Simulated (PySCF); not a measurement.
Compound: (GeH3)3P, Ge3H9P.
Cartesian coordinates in Å at the PBE0-D3(BJ)/def2-SVP level; atoms count from 1:
```xyz
13
Ge3H9P angstrom
Ge     2.0204   -0.7665    0.2774
P      0.2085    0.1776   -0.8284
Ge    -0.1439    1.9364    0.6496
Ge    -1.4194   -1.2425    0.0280
H      1.7508   -0.9662    1.7831
H      2.3215   -2.1287   -0.3721
H      3.2297    0.1687    0.0954
H     -0.1801    1.4692    2.1195
H      0.9984    2.9517    0.4648
H     -1.4859    2.5997    0.2922
H     -2.7983   -0.6624   -0.3356
H     -1.3171   -1.3967    1.5598
H     -1.2507   -2.6212   -0.6356
```

Computed with TDDFT B3LYP/def2-SVPD, vertical, gas phase, core orbitals frozen in the response (PySCF). Relativistic effects, spin–orbit coupling among them, are left out although an element past zinc is present.

Ground-to-excited transition dipoles (e·a0, same axes as the geometry; the sign carries no meaning), for the states with f of 0.002 or more among the lowest 6:

```
state  E (eV)      μx      μy      μz
   S1   5.651  -0.034  -0.070   0.541
   S2   5.695   0.277   0.470   0.078
   S3   5.698  -0.478   0.278   0.007
   S4   6.000   0.012   0.036  -0.222
   S5   6.200  -0.225   0.034  -0.004
   S6   6.208   0.031   0.225   0.045
```

(1) Work out the oscillator strengths.

(2) The point group is C3v. Which irreducible representation does each state belong to?

(3) How is the summed strength of these states shared among x, y and z?

(4) What peak molar absorption coefficient would the strongest computed level give as a lone Gaussian band 0.4 eV wide at half height?

Answers

(1) f = (2/3) ΔE |μ|² with ΔE in hartree (27.2114 eV).

```csv
state,|μ|² (au),|μ| (D),f
S1,0.298,1.39,0.041
S2,0.304,1.40,0.042
S3,0.306,1.41,0.043
S4,0.051,0.57,0.007
S5,0.052,0.58,0.008
S6,0.054,0.59,0.008
```

(2) The ground state is totally symmetric, so the direction of μ fixes the label. Polarised along the main axis, so A1: S1 and S4. Polarised across the main axis, so E: S2, S3, S5 and S6.

(3) (2/3) Σ ΔE μα² gives 0.051 for x, 0.050 for y and 0.049 for z, 0.150 in all.

(4) ε(max) = 2.175×10⁸ f / FWHM, with the width in cm⁻¹. S2/S3 (f summed): 2.175×10⁸ × 0.0852 / 3226 ≈ 5700 L mol⁻¹ cm⁻¹.

S2/S3 and S5/S6 coincide within about 0.01 eV; within a degenerate level the directions of the single components are arbitrary.
